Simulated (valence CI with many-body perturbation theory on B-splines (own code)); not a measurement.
## E1 transitions of La⁵²⁺

Method: relativistic CI+MBPT: three valence electrons over a frozen Dirac-Fock core [He], radial functions for each j: 11 s, 11 p, 10 d, 8 f, 5 g, 2 h, with the one-electron correlation potential Σ1, the two-electron term Σ2, the three-electron term Σ3, Breit, model QED; selected CI, second order for the rest, scaled by the run's own slope (own B-spline code, finite nucleus).

The last digits are not significant, and no measured levels were compared; by estimate large intervals hold to a few tenths of a per cent, small ones and those within an open d or f shell to about a per cent.

Lines 1 to 50 of 536 in falling wavelength, among levels below 68359 × 10³ cm⁻¹, chosen from the strongest by gf and those to the six lowest levels. Wavelengths and rates use the calculated energies. Electric multipoles are in the length gauge, E1 and E2 with the static RPA response of the core. Weak lines are less certain than strong ones. Lines between different terms over intervals too small for the method are left out, as are lines whose strength nearly cancels. The highest levels of a list are the least certain.

Levels are named by their leading jj configuration (3d3/2^4 stands for four electrons in 3d with j = 3/2), which in mixed levels can hold well under half, so a name can repeat and another be missing. Letters in brackets count levels of one name in rising energy.

```tsv
λ vac (nm)	Upper	Lower	A (s⁻¹)	log gf	Branch %
88.74	(2p1/2^2 4f7/2) J=7/2	(2p1/2^2 4d5/2) J=5/2	1.12e+08	-0.98	0.0
83.28	(2s 2p1/2 4f7/2) J=7/2 [b]	(2s 2p1/2 4d5/2) J=5/2 [b]	1.23e+08	-0.99	0.0
73.78	(2s 2p1/2 4f7/2) J=7/2 [a]	(2s 2p1/2 4d5/2) J=5/2 [a]	1.74e+08	-0.95	0.0
73.59	(2s 2p1/2 4f7/2) J=9/2	(2s 2p1/2 4d5/2) J=7/2	1.94e+08	-0.80	0.0
68.98	(2s^2 4f7/2) J=7/2	(2s^2 4d5/2) J=5/2	2.35e+08	-0.87	0.0
50.67	(2s 2p1/2 4f5/2) J=5/2 [b]	(2s 2p1/2 4d3/2) J=3/2 [b]	4.43e+08	-0.99	0.0
48.49	(2p1/2^2 4f5/2) J=5/2	(2p1/2^2 4d3/2) J=3/2	6.40e+08	-0.87	0.0
46.67	(2s^2 4f5/2) J=5/2	(2s^2 4d3/2) J=3/2	7.05e+08	-0.86	0.0
46.09	(2s 2p1/2 4f5/2) J=5/2 [a]	(2s 2p1/2 4d3/2) J=3/2 [a]	7.22e+08	-0.86	0.0
45.48	(2s 2p1/2 4f5/2) J=7/2	(2s 2p1/2 4d3/2) J=5/2	6.75e+08	-0.78	0.0
37.75	(2s 2p1/2 4d5/2) J=7/2	(2s 2p1/2 4p3/2) J=5/2	2.26e+09	-0.41	0.0
37.59	(2s 2p1/2 4d5/2) J=5/2 [a]	(2s 2p1/2 4p3/2) J=3/2 [a]	2.00e+09	-0.59	0.0
37.11	(2p1/2^2 4d5/2) J=5/2	(2p1/2^2 4p3/2) J=3/2	2.44e+09	-0.52	0.0
35.97	(2s^2 4d5/2) J=5/2	(2s^2 4p3/2) J=3/2	2.56e+09	-0.53	0.0
35.69	(2s 2p1/2 4d5/2) J=5/2 [b]	(2s 2p1/2 4p3/2) J=3/2 [b]	2.32e+09	-0.57	0.0
34.33	(2s 2p1/2 4d5/2) J=3/2	(2s 2p1/2 4p3/2) J=1/2	2.33e+09	-0.78	0.0
17.85	(2s 2p3/2 3p1/2) J=5/2	(2s 2p3/2 3s) J=5/2	3.02e+09	-1.06	0.0
17.83	(2s 2p1/2 4d3/2) J=3/2 [b]	(2s 2p1/2 4p1/2) J=1/2 [b]	9.52e+09	-0.74	0.0
17.60	(2s 2p1/2 4d3/2) J=1/2	(2s 2p1/2 4p1/2) J=1/2 [b]	1.58e+10	-0.83	0.0
17.05	(2p1/2^2 4d3/2) J=3/2	(2p1/2^2 4p1/2) J=1/2	2.08e+10	-0.44	0.0
16.94	(2s 2p1/2 4d3/2) J=3/2 [a]	(2s 2p1/2 4p1/2) J=1/2 [a]	2.04e+10	-0.46	0.0
16.93	(2p3/2^2 3d5/2) J=5/2 [a]	(2p3/2^2 3p3/2) J=3/2 [a]	3.74e+09	-1.02	0.0
16.90	(2s^2 4d3/2) J=3/2	(2s^2 4p1/2) J=1/2	2.03e+10	-0.46	0.0
16.75	(2s 2p1/2 4d3/2) J=5/2	(2s 2p1/2 4p1/2) J=3/2	1.82e+10	-0.34	0.0
16.42	(2s 2p1/2 4p3/2) J=1/2	(2s 2p1/2 4s) J=1/2 [b]	2.32e+10	-0.73	0.0
16.20	(2s 2p1/2 4p3/2) J=3/2 [b]	(2s 2p1/2 4s) J=1/2 [b]	1.63e+10	-0.59	0.0
16.00	(2s 2p1/2 4d3/2) J=3/2 [b]	(2s 2p1/2 4p1/2) J=3/2	1.09e+10	-0.78	0.0
15.98	(2s 2p3/2 3d5/2) J=9/2	(2s 2p3/2 3p3/2) J=7/2	6.69e+09	-0.59	30.8
15.90	(2s 2p3/2 3d5/2) J=7/2 [b]	(2s 2p3/2 3p3/2) J=5/2 [b]	5.20e+09	-0.80	0.0
15.83	(2p1/2 2p3/2 3d5/2) J=9/2	(2p1/2 2p3/2 3p3/2) J=7/2	7.90e+09	-0.53	0.3
15.76	(2p3/2^2 3d5/2) J=7/2	(2p3/2^2 3p3/2) J=5/2	5.90e+09	-0.76	0.1
15.75	(2p1/2^2 4p3/2) J=3/2	(2p1/2^2 4s) J=1/2	3.20e+10	-0.32	0.0
15.74	(2s 2p3/2 3d5/2) J=5/2 [b]	(2s 2p3/2 3p3/2) J=3/2 [b]	4.89e+09	-0.96	0.0
15.66	(2p1/2 2p3/2 3d5/2) J=7/2 [a]	(2p1/2 2p3/2 3p3/2) J=5/2 [a]	7.38e+09	-0.66	0.0
15.61	(2s 2p1/2 3d5/2) J=7/2	(2s 2p1/2 3p3/2) J=5/2	7.42e+09	-0.66	0.0
15.60	(2p3/2^2 3d5/2) J=9/2	(2p3/2^2 3p3/2) J=7/2	7.65e+09	-0.55	0.2
15.56	(2p1/2 2p3/2 3d5/2) J=7/2 [b]	(2p1/2 2p3/2 3p3/2) J=5/2 [b]	6.81e+09	-0.70	0.0
15.52	(2s^2 4p3/2) J=3/2	(2s^2 4s) J=1/2	3.10e+10	-0.35	0.1
15.47	(2s 2p1/2 4p3/2) J=3/2 [a]	(2s 2p1/2 4s) J=1/2 [a]	3.20e+10	-0.34	0.1
15.36	(2s 2p1/2 4p3/2) J=5/2	(2s 2p1/2 4s) J=3/2	3.37e+10	-0.14	0.1
15.34	(2s^2 3d5/2) J=5/2	(2s^2 3p3/2) J=3/2	6.15e+09	-0.89	0.0
15.32	(2p1/2^2 3d5/2) J=5/2	(2p1/2^2 3p3/2) J=3/2	8.60e+09	-0.74	0.0
15.27	(2p3/2^2 3d5/2) J=5/2 [b]	(2p3/2^2 3p3/2) J=3/2 [b]	7.82e+09	-0.78	0.0
15.18	(2s 2p1/2 4p3/2) J=3/2 [b]	(2s 2p1/2 4s) J=3/2	1.41e+10	-0.71	0.0
15.03	(2s 2p1/2 3d5/2) J=5/2 [a]	(2s 2p1/2 3p3/2) J=3/2 [a]	7.55e+09	-0.81	0.0
14.83	(2p1/2 2p3/2 3d5/2) J=5/2 [b]	(2p1/2 2p3/2 3p3/2) J=3/2 [b]	5.62e+09	-0.95	0.0
14.40	(2p1/2 2p3/2 3d5/2) J=5/2 [a]	(2p1/2 2p3/2 3p3/2) J=3/2 [a]	6.73e+09	-0.90	0.0
14.21	(2s 2p1/2 3d5/2) J=5/2 [b]	(2s 2p1/2 3p3/2) J=3/2 [b]	8.29e+09	-0.82	0.0
13.07	(2s 2p3/2 3d5/2) J=7/2 [a]	(2s 2p3/2 3p3/2) J=5/2 [a]	5.87e+09	-0.92	0.0
9.339	(2p1/2 2p3/2 3p3/2) J=7/2	(2s 2p3/2 3p3/2) J=5/2 [b]	1.76e+10	-0.73	0.0
```

**Question.** How does gf follow from A for the line at 17.60 nm?

**Answer.** gf = 1.4992 × (2J+1)_upper × A / σ², with σ = 568187 cm⁻¹ and 2J+1 = 2: gf = 0.146.
